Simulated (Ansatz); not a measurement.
A run for Ansatz (a program for electronic structure): R-CCSD(T)/cc-pV(D+d)Z on H5NSi2 (SMILES N[Si][SiH3]), a point of a torsion scan. Files ending in .json are basis or fitting sets from the Basis Set Exchange.

Ansatz 0.2 input:
```yaml
crystal:
  periodic: [false, false, false]
  atoms:
    - {symbol: N, position_ang: [1.85974563, -0.14966326, 0.33051800]}
    - {symbol: Si, position_ang: [0.42480874, -0.03080073, 1.27117563]}
    - {symbol: Si, position_ang: [-1.31908459, 0.07659137, -0.20514988]}
    - {symbol: H, position_ang: [2.77381474, -0.21061755, 0.74714907]}
    - {symbol: H, position_ang: [1.92399987, -0.16880525, -0.67712528]}
    - {symbol: H, position_ang: [-1.38102574, 0.06028859, -1.67923858]}
    - {symbol: H, position_ang: [-2.22480800, -1.02290426, 0.18425214]}
    - {symbol: H, position_ang: [-2.05258558, 1.30786766, 0.15099910]}
basis:
  gaussian:
    orbitals: cc-pV_D+d_Z.json
magnetization: {spin_polarized: false}
correlation: {method: ccsd_t, electrons: outside_noble_gas}
scf: {lower_state_search: off}
```

The log:

```
WARN ansatz: RAYON_NUM_THREADS=1 ignored (pool sized by the plan → 1); use --threads N
Functional definition: HF
these checks for a lower state are left out or cut short: stability, starts, cluster_reference, orbital_swaps, neighbouring_geometries, increment
integrals: 0.08 GiB planned
863 factors; integrals over basis functions are off by at most 1.3e-3 eV
mean field: 0.17 GiB planned
mean field evaluation 1: about -17282.5440 eV, gradient 2.8e1 eV
mean field evaluation 2: about -17282.5451 eV, gradient 2.8e1 eV
mean field evaluation 4: about -17284.7719 eV, gradient 3.1e0 eV
mean field evaluation 8: about -17284.8285 eV, gradient 1.5e-4 eV
mean field -17284.82850899 eV, -635.2057316278 hartree, gradient 2.3e-6 eV, S^2 0.000000; 0 other end points of the search recorded, 0 dependent functions left out
11 core orbitals not correlated
reference -17284.82850899 eV, -635.2057316278 hartree; 9, 9 occupied and 65, 65 virtual orbitals, 863 factors
second order -9.83767596 eV of doubles, -0.00000000 eV of singles
coupled cluster: 0.22 GiB planned
cycle   1  -10.72067033 eV  change   -8.8e-1 eV  update   9.8e-2
cycle   2  -11.13167549 eV  change   -4.1e-1 eV  update   3.4e-2
cycle   3  -11.22064709 eV  change   -8.9e-2 eV  update   1.8e-2
cycle   4  -11.21340647 eV  change    7.2e-3 eV  update   5.7e-3
cycle   5  -11.21272114 eV  change    6.9e-4 eV  update   2.2e-3
cycle   6  -11.21243506 eV  change    2.9e-4 eV  update   7.9e-4
cycle   7  -11.21228314 eV  change    1.5e-4 eV  update   2.7e-4
cycle   8  -11.21237555 eV  change   -9.2e-5 eV  update   9.9e-5
cycle   9  -11.21239642 eV  change   -2.1e-5 eV  update   3.2e-5
cycle  10  -11.21238540 eV  change    1.1e-5 eV  update   1.1e-5
perturbative correction -0.33684323 eV, -0.0123787605 hartree
Total energy: -17296.37773763 eV, -635.6301579519 hartree
Checks for a lower state left out: stability, starts, cluster_reference, orbital_swaps, neighbouring_geometries, increment
```

The calculation finished and met its thresholds.

Cost: roughly 2.8 core-seconds.
